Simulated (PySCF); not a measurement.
PySCF input for Al(F)(GeH3)(Me) (CH6AlFGe), SMILES [GeH3][Al]([F])[CH3], PBE/pcSseg-1. Geometry optimised at PBE0-D3(BJ)/def2-SVP. The structure was generated by enumeration; whether it is a known compound was not checked.

```python
import numpy as np
from pyscf import gto, scf, dft
from pyscf.prop.nmr import rks as nmr

mol = gto.M(
    atom='''
    Al    0.31827046    0.54573361   -0.85574655
    F     1.96027847    0.53987796   -1.18310575
    Ge   -0.37658159   -0.72177894    1.14375019
    H    -0.37532741   -2.24248363    0.87455405
    H     0.55508089   -0.48194684    2.34893809
    H    -1.80838348   -0.35242594    1.58754590
    C    -0.82561409    1.51443221   -2.09245792
    H    -1.86474451    1.59917834   -1.73862062
    H    -0.84473400    1.00400454   -3.07093116
    H    -0.43761821    2.53056759   -2.27408768
    ''',
    basis='pcSseg-1',
    charge=0,
    spin=0,
    max_memory=1600,
    verbose=3,
)
mf = dft.RKS(mol, xc='pbe')
mf.grids.level = 3
mf.conv_tol = 1e-10
mf.max_cycle = 100
mf.kernel()
n = nmr.NMR(mf)
n.verbose = 2
n.max_cycle_cphf = 60
sigma = n.kernel()
print('atom   isotropic/ppm   span/ppm')
for i, s in enumerate(sigma):
    w = np.linalg.eigvalsh((s + s.T) / 2)
    print(f'{mol.atom_symbol(i):2s}{i + 1:3d} {w.mean():14.3f} {w[2] - w[0]:11.3f}')
```

Log of the run:

```
converged SCF energy = -2460.2339523696
atom   isotropic/ppm   span/ppm
Al  1        312.089     273.823
F   2        245.403     251.348
Ge  3       1712.337      91.887
H   4         28.041      16.691
H   5         28.057      17.177
H   6         28.126      16.843
C   7        183.989      20.928
H   8         31.293       9.671
H   9         31.278      10.513
H  10         31.221      11.168
```

Self-consistency was reached.

Cost: about 19 core-seconds (a rough figure).
